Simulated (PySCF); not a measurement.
A side-by-side comparison of computed properties.

First species: C4H6Cl2.
SMILES: `C/C=C/C(Cl)Cl`

Second species: C₈H₇N.
Atom-mapped SMILES: `[cH:1]1[cH:2][cH:3][n:4]2[cH:5][cH:6][cH:7][c:8]2[cH:9]1` (hydrogens: H10 on C1; H11 on C2; H12 on C3; H13 on C5; H14 on C6; H15 on C7; H16 on C9)

Levels: CAM-B3LYP/def2-SVPD for dipole moment, HOMO energy, LUMO energy, HOMO–LUMO gap, static isotropic polarisability and electronic spatial extent ⟨r²⟩ about the centre of nuclear charge; TDDFT CAM-B3LYP/def2-SVPD for lowest singlet excitation; TDA CAM-B3LYP/def2-SVPD for lowest triplet excitation (Tamm–Dancoff); GFN2-xTB for rotational constant A and rotational constant C. Geometries: GFN2-xTB. Each structure is a single optimised conformer of the isolated species, non-relativistic unless stated; the electronic structure was computed with PySCF and density fitting.

Dipoles, sizes and rotational constants follow the conformer. The torsions of the flexible species, by atom-mapped SMILES:
- `[CH3:1]/[CH:2]=[CH:3]/[CH:4]([Cl:5])[Cl:6]`: C2–C3–C4–Cl5 -120°

Values for the first species:

```
Dipole moment                                                     : 2.89 D
HOMO energy                                                       : -9.10 eV
LUMO energy                                                       : 0.50 eV
HOMO–LUMO gap                                                     : 9.60 eV
Lowest singlet excitation                                         : 6.69 eV
Lowest triplet excitation (Tamm–Dancoff)                          : 4.30 eV
Static isotropic polarisability                                   : 80.1 au
Electronic spatial extent ⟨r²⟩ about the centre of nuclear charge : 1161 bohr²
Rotational constant A                                             : 3.103 GHz
Rotational constant C                                             : 0.964 GHz
```

Task: Estimate the same properties for the second species, and the change in each.

Result: 
| property | first | second | second less first |
| --- | --- | --- | --- |
| dipole moment | 2.89 D | 1.18 D | -1.71 D |
| HOMO energy | -9.10 eV | -6.61 eV | +2.49 eV |
| LUMO energy | 0.50 eV | 0.27 eV | -0.23 eV |
| HOMO–LUMO gap | 9.60 eV | 6.88 eV | -2.72 eV |
| lowest singlet excitation | 6.69 eV | 3.94 eV | -2.75 eV |
| lowest triplet excitation (Tamm–Dancoff) | 4.30 eV | 2.83 eV | -1.47 eV |
| static isotropic polarisability | 80.1 au | 99.1 au | +19.0 au |
| electronic spatial extent ⟨r²⟩ about the centre of nuclear charge | 1161 bohr² | 979 bohr² | -182 bohr² |
| rotational constant A | 3.103 GHz | 4.015 GHz | +0.912 GHz |
| rotational constant C | 0.964 GHz | 1.199 GHz | +0.235 GHz |

On the first: In atomic units the dipole is 1.14 e·bohr (1 au = 2.5417 D). A dipole of 2.89 D is allowed in Cs, and pure rotational transitions are dipole-allowed.

On the second: S1 lies 2.94 eV below the HOMO–LUMO gap; its leading configuration is HOMO→LUMO, weight 0.95. No computed singlet falls in the visible range (750 to 380 nm, 1.65 to 3.26 eV); S1 lies 0.68 eV above its blue end.
